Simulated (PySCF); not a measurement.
NbOF2, SMILES [O]=[Nb]([F])[F] (connectivity only; charge and spin as stated), neutral, multiplicity 2.

Coordinates come from a r2SCAN-D4/def2-TZVP optimisation. The geometry has at least one imaginary mode, so it is a saddle point at that level. The multiplicity is an assumed one; other spin states were not compared. The def2 effective core potentials stand for the cores of Nb; spin–orbit coupling is left out.

Two levels are set side by side: PBE/def2-TZVPD (PySCF) and B3LYP/def2-TZVPD (PySCF). Same geometry, gas phase. Differences are taken from unrounded values.

```
quantity                      PBE
---------------------------  ----
α-spin orbital gap (eV)      1.52
β-spin orbital gap (eV)      4.40
dipole moment (D)            1.41
mean polarisability (bohr³)  46.5
```

**Question.** These are the PBE values. What does B3LYP give? (Estimate from the structure and the level; the computed values follow.)

**Answer.** 
```json
[
 {"quantity": "α-spin orbital gap (eV)", "B3LYP": "3.45", "PBE minus B3LYP": "-1.93"},
 {"quantity": "β-spin orbital gap (eV)", "B3LYP": "6.20", "PBE minus B3LYP": "-1.80"},
 {"quantity": "dipole moment (D)", "B3LYP": "1.53", "PBE minus B3LYP": "-0.12"},
 {"quantity": "mean polarisability (bohr³)", "B3LYP": "43.0", "PBE minus B3LYP": "3.6"}
]
```

PBE's more diffuse valence density responds more strongly to a field. Differences between two approximate levels are no errors against the true value.

Rough cost on one machine, each run with all the roots and properties that it gave: B3LYP against PBE within a factor of 2.
